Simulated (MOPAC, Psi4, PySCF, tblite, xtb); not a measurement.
Dimer Br2 ··· H3O+ (SMILES BrBr and [OH3+]) (charge +1) at R = 4.89 Å between the centres of mass, closest contact 3.31 Å (a random orientation, not optimised). Geometry in Å and degrees:

```
O
H 1 0.9811
H 1 0.9811 2 113.40
H 1 0.9811 2 113.40 3 131.22
Br 3 3.3053 1 110.27 2 10.61
Br 5 2.3158 3 162.79 1 -152.07
```

Levels: GFN2-xTB (tblite); SAPT0/jun-cc-pVDZ, frozen core (Psi4); PBE0/def2-TZVP, counterpoise-corrected (Psi4); PBE0-D3(BJ)/def2-TZVP, counterpoise-corrected (Psi4); PBE/def2-TZVP, counterpoise-corrected (Psi4); PBE-D3(BJ)/def2-TZVP, counterpoise-corrected (Psi4); HF/aug-cc-pVDZ, counterpoise-corrected (Psi4); MP2/aug-cc-pVDZ = DF-MP2/aug-cc-pVDZ, frozen core, counterpoise-corrected (Psi4); SCS-MP2/aug-cc-pVDZ = DF-SCS-MP2/aug-cc-pVDZ, frozen core, counterpoise-corrected (Psi4); PM3, restricted, heats of formation (MOPAC); PM7, restricted, heats of formation (MOPAC); GFN1-xTB (xtb); RKS-B3LYP/6-31G* = restricted B3LYP/6-31G*, spherical d, no counterpoise correction (PySCF); RHF/LANL2DZ = restricted Hartree-Fock/LANL2DZ, with its core potentials past Ne, no counterpoise correction (PySCF); RKS-LDA (SVWN5)/6-31G* = PySCF with restricted LDA (SVWN5)/6-31G*, spherical d, no counterpoise correction; RMP2/3-21G = restricted MP2 (frozen core)/3-21G, no counterpoise correction run with PySCF.

### Question
What interaction energy does each level give?

### Answer

| method | E_int / kcal/mol |
|---|---|
| GFN2-xTB | -19.97 |
| GFN1-xTB | -2.78 |
| RHF/LANL2DZ | -1.11 |
| PM3 | -1.04 |
| PBE-D3(BJ)/def2-TZVP | -1.03 |
| RMP2/3-21G | -0.91 |
| PM7 | -0.76 |
| PBE0-D3(BJ)/def2-TZVP | -0.67 |
| PBE/def2-TZVP | -0.50 |
| RKS-LDA (SVWN5)/6-31G* | -0.39 |
| MP2/aug-cc-pVDZ | -0.16 |
| PBE0/def2-TZVP | -0.15 |
| SCS-MP2/aug-cc-pVDZ | -0.03 |
| RKS-B3LYP/6-31G* | 0.17 |
| SAPT0/jun-cc-pVDZ | 0.40 |
| HF/aug-cc-pVDZ | 0.43 |
